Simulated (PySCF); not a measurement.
## Working out the ionisation energy of Cl⁺

Cl⁺ [Ne] 3s2 3p4 (3P) → Cl²⁺ [Ne] 3s2 3p3 (4S). Computed with PySCF 2.14 in aug-cc-pVDZ-DK, with the spin-free X2C one-electron Hamiltonian (Gaussian nucleus). Frozen: [Ne]. Energies in hartree (1 hartree = 27.21139 eV):

```tsv
part	Cl⁺ (lower)	Cl²⁺ (upper)
UHF	-460.446024	-459.618788
MP2 opposite-spin	-0.068419	-0.052880
MP2 same-spin	-0.022387	-0.018805
```

What does Hartree-Fock give?

(-459.618788) − (-460.446024) = 0.827236 hartree = 22.510 eV.

What do MP2 and SCS-MP2 (6/5 opposite-spin, 1/3 same-spin) give?

The opposite-spin parts differ by 0.423 eV and the same-spin parts by 0.097 eV. MP2: 22.510 + (0.423) + (0.097) = 23.030 eV. SCS-MP2: 22.510 + 1.2 × (0.423) + (0.097)/3 = 23.050 eV.

Measured between the centres of the two terms (NIST): 23.771 eV, so MP2 (valence) is off by -0.741 eV.

A double-zeta basis recovers only part of the correlation energy.

What remains against the reference includes basis incompleteness, the frozen core and correlation beyond second order.
